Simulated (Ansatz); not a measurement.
`C=C[CH2][In]([F])[F]` + `[NH2][InH2]` → `C=C[NH][InH2]` + `[CH3][In]([F])[F]`  (substitution at a C–C bond)

Calculated with Ansatz (gas phase, PBE0-D4/def2-TZVP geometries, no zero-point term in ΔE). CBS: MP2 limit from def2 TZ/QZ plus the TZ coupled-cluster correction, frozen cores. Elements past krypton have def2 core potentials. For In outer-core shells are correlated without core-valence functions, which leaves a few kJ/mol of doubt a bond. Each species was taken in one conformer, which may not be the lowest.

`C=C[CH2][In]([F])[F]`:

```xyz
11

C     0.737   -0.860    1.239
C    -0.507   -0.436    1.073
C    -1.059    0.318   -0.088
In    0.419    0.735   -1.573
F     0.893   -0.373   -3.098
F     1.529    2.327   -1.693
H     1.520   -0.689    0.501
H     1.041   -1.405    2.124
H    -1.228   -0.651    1.861
H    -1.482    1.275    0.229
H    -1.863   -0.242   -0.574
```

`[NH2][InH2]`:

Z-matrix (Å, degrees):
```
N
In 1 2.007
H 1 1.006 2 124.3
H 1 1.006 2 124.3 3 -179.6
H 2 1.712 1 115.0 3 -0.2
H 2 1.712 1 115.0 3 179.8
```

`C=C[NH][InH2]`:

```xyz
10

C     1.364    0.200    1.000
C     0.149    0.742    0.885
N    -0.832    0.416   -0.027
In   -0.844   -0.965   -1.526
H     1.712   -0.595    0.349
H     2.042    0.552    1.765
H    -0.126    1.537    1.578
H    -1.668    0.966    0.089
H     0.549   -1.917   -1.764
H    -2.345   -0.938   -2.350
```

`[CH3][In]([F])[F]`:

```xyz
7

C     0.120   -0.488   -0.965
In   -0.117    0.465    0.910
F     1.285    0.892    2.185
F    -1.783    1.083    1.696
H    -0.812   -0.422   -1.521
H     0.925    0.002   -1.510
H     0.382   -1.532   -0.795
```

```tsv
species	CCSD(T)/CBS(def2) energy (Eh)
`C=C[CH2][In]([F])[F]`	-506.60629
`[NH2][InH2]`	-246.90424
`C=C[NH][InH2]`	-324.18945
`[CH3][In]([F])[F]`	-429.32218
```

(1) Work out ΔE.

Largest T1 diagnostic among the species: 0.016.

Results:

(1) ΔE = (-324.18945) + (-429.32218) − (-506.60629) − (-246.90424) = -0.00110 Eh = -2.9 kJ/mol.

In def2-TZVPP, CCSD(T) changes the Hartree–Fock value by +6.8 kJ/mol (the triples alone add −0.2 kJ/mol) and MP2 by +6.7 kJ/mol. At CCSD(T), def2-SVP lies −8.9 kJ/mol from the extrapolated value and def2-TZVPP −2.9 kJ/mol.
